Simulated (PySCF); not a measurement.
C2H6N, SMILES [CH2]NC, multiplicity 2. Atoms are numbered in the order given.

```xyz
9

C      1.1986    -0.3625    -0.2527
N      0.1626     0.4002     0.2565
C     -1.2004    -0.0194    -0.0041
H      1.0392    -0.8049    -1.2290
H      2.2025    -0.0849     0.0420
H      0.3152     0.7427     1.1925
H     -1.4457    -0.9826     0.4633
H     -1.3428    -0.1192    -1.0831
H     -1.8957     0.7393     0.3598
```
Charge 0, spin multiplicity 2.

The structure is a stationary point at ωB97X-D3(BJ)/def2-TZVP. The isomer is the one that the SMILES or the coordinates give; other isomers of the formula were not compared.

Two levels are set side by side: PBE/pcH-1 (PySCF) and B3LYP/pcH-1 (PySCF). Contact hyperfine couplings, same geometry. Differences are taken from unrounded values.

```csv
quantity,B3LYP,PBE,PBE minus B3LYP
"A(iso) of 13C, atom C1 (MHz)",109.8,89.2,-20.6
"A(iso) of 14N, atom N2 (MHz)",16.4,13.9,-2.5
"A(iso) of 13C, atom C3 (MHz)",7.1,8.4,1.4
"A(iso) of 1H, atom H4 (MHz)",-32.8,-29.9,2.9
"A(iso) of 1H, atom H5 (MHz)",-34.2,-31.3,2.8
"A(iso) of 1H, atom H6 (MHz)",0.2,1.8,1.6
"A(iso) of 1H, atom H7 (MHz)",29.2,32.8,3.6
"A(iso) of 1H, atom H8 (MHz)",11.4,12.6,1.2
"A(iso) of 1H, atom H9 (MHz)",-0.7,-0.6,0.1
```

Rough cost on one machine, each run with all the roots and properties that it gave: B3LYP against PBE within a factor of 2.
